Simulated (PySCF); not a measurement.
Dimethyl diselenide, SMILES [Se](C)[Se]C, B3LYP/def2-SVP optimised geometry.

```
10

C      2.29    -1.14     1.94
Se     1.91    -1.21     0.00
Se    -0.44    -1.21     0.00
C     -0.82     0.73     0.00
H      3.39    -1.20     2.03
H      1.83    -1.99     2.44
H      1.94    -0.19     2.37
H     -1.91     0.83    -0.06
H     -0.35     1.21    -0.87
H     -0.46     1.20     0.93
```

Density from B3LYP/def2-TZVP (PySCF) at that geometry.

Minimum of the electron density along straight lines between bonded atoms, close to the bond critical point (lines longer than 1.1 times the sum of covalent radii, or with two minima, are not listed):

```
bond     length / Å  ρ at the minimum / e bohr⁻³  ∇²ρ there / e bohr⁻⁵  position (fraction from the first atom)
-------  ----------  ---------------------------  --------------------  ---------------------------------------
C1–Se2        1.974                        0.143                 -0.14                                     0.48
Se2–Se3       2.348                            ?                     ?                                     0.50
Se3–C4        1.974                        0.143                 -0.14                                     0.52
C1–H5         1.101                        0.273                 -0.92                                     0.64
C1–H6         1.097                        0.277                 -0.95                                     0.65
C1–H7         1.098                        0.277                 -0.94                                     0.65
C4–H8         1.101                        0.273                 -0.92                                     0.64
C4–H9         1.097                        0.277                 -0.95                                     0.65
C4–H10        1.098                        0.277                 -0.94                                     0.65
```

**Question.** Complete the blanks.

**Answer.** 
- Se2–Se3, ρ at the minimum / e bohr⁻³: 0.103
- Se2–Se3, ∇²ρ there / e bohr⁻⁵: -0.03
